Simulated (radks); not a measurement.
Results of a calculation; reference values are marked as such.
Question: The table gives one normalised radial function P(r) = r R(r) of N4+ in [He] 2s1 (r in bohr). Level of theory: scalar-relativistic Kohn-Sham, PBE, spin-polarised, spherical densities, point nucleus; open shells are filled with parallel spins first (a radial shooting solver on a logarithmic mesh with Libxc functionals).

r         P
0.02117  0.0066
0.02846  0.0116
0.03827  0.0203
0.05145  0.0350
0.06917  0.0595
0.093    0.0994
0.125    0.1619
0.1681   0.2552
0.226    0.3862
0.3015   0.5492
0.4053   0.7376
0.5449   0.9069
0.7326   0.9991
0.985    0.9358
1.324    0.6996
1.78     0.3912
2.394    0.1486
3.218    0.0333

Which n and l does it have? It may be an empty orbital.

Answer: n = 2, l = 1: the number of nodes gives n - l - 1 = 0, the rise at small r (about r^(l+1)) gives l, and the extent must fit the shell. The curve is that of 2p up; the table hardly tells the two spins apart. 2p up (empty): eigenvalue -79.365 eV, 0 radial nodes, <r> = 0.958 bohr, 90 % of the charge inside 1.54 bohr.
